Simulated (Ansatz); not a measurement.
`CC([SiH3])[SeH]` + `[BH2][AlH][OH]` → `[BH2][AlH][O][SiH3]` + `CC[SeH]`  (ligand exchange at the Si–C bond)

Isolated molecules relaxed with PBE0-D4/def2-TZVP in Ansatz; ΔE leaves out vibrations. CCSD(T)/CBS adds triple-zeta CCSD(T) − MP2 to the extrapolated MP2 energy (def2 sets, frozen cores). DFT in def2-TZVPP. B3LYP here is the variant with VWN-RPA as its local correlation; programs differ in this. For Se outer-core shells are correlated without core-valence functions, which leaves a few kJ/mol of doubt a bond. Scalar relativity is left out up to krypton. One conformer a species, not always the lowest.

`CC([SiH3])[SeH]`:

```xyz
12

C     0.845    0.988    0.849
C    -0.284    0.461   -0.024
Si   -0.400   -1.415   -0.011
Se    0.057    1.064   -1.870
H     0.683    0.702    1.892
H     0.909    2.079    0.810
H     1.812    0.584    0.539
H    -1.232    0.906    0.285
H    -1.464   -1.870   -0.944
H    -0.735   -1.894    1.362
H     0.906   -1.991   -0.419
H    -1.098    0.384   -2.469
```

`[BH2][AlH][OH]`:

Z-matrix (Å, degrees):
```
B
Al 1 2.121
H 1 1.199 2 122.7
H 1 1.199 2 122.7 3 -178.8
O 2 1.703 1 116.4 3 -90.7
H 2 1.595 1 125.1 3 89.3
H 5 0.956 2 123.0 1 179.9
```

`[BH2][AlH][O][SiH3]`:

```xyz
10

B    -0.953   -1.801    1.514
Al   -1.186   -0.628   -0.238
O     0.029    0.485   -0.614
Si    1.275    1.500   -0.829
H    -1.353   -1.449    2.589
H    -0.414   -2.873    1.510
H    -2.416   -0.704   -1.240
H     0.804    2.910   -0.775
H     2.300    1.304    0.233
H     1.914    1.257   -2.150
```

`CC[SeH]`:

Cartesian coordinates in Å:
```
C 0.293 0.589 -0.730
C -0.516 0.106 0.452
Se -0.479 -1.836 0.702
H 0.199 1.674 -0.840
H -0.043 0.119 -1.656
H 1.353 0.357 -0.604
H -1.578 0.329 0.326
H -0.194 0.568 1.385
H 0.965 -1.905 0.964
```

(1) Is it downhill or uphill in electronic energy at CCSD(T)/CBS, and by how much? (Best estimate.)

(2) What do these levels give: BLYP-D4, PBE0-D4, B3LYP-D4, CCSD(T)/def2-TZVPP, HF/def2-QZVPP, MP2/def2-QZVPP? (Best estimate.)

Largest T1 diagnostic among the species: 0.012.

## Answers

(1) The calculation gave: Downhill: ΔE = -112.8 kJ/mol.

(2) The calculation gave: BLYP-D4 -112.5, PBE0-D4 -107.5, B3LYP-D4 -118.4, CCSD(T)/def2-TZVPP -114.6, HF/def2-QZVPP -151.4, MP2/def2-QZVPP -112.6 kJ/mol.

From PBE to PBE0 (25 % exact exchange), in def2-TZVPP and without D4, ΔE moves by −6.5 kJ/mol. In def2-TZVPP, CCSD(T) changes the Hartree–Fock value by +34.7 kJ/mol (the triples alone add +5.3 kJ/mol) and MP2 by +36.4 kJ/mol. The D4 term adds +8.1 kJ/mol with B3LYP and +4.2 kJ/mol with PBE0; it sums over pairs of atoms, weighted by their polarisabilities, and B3LYP, whose exchange is more repulsive, gets the larger term.
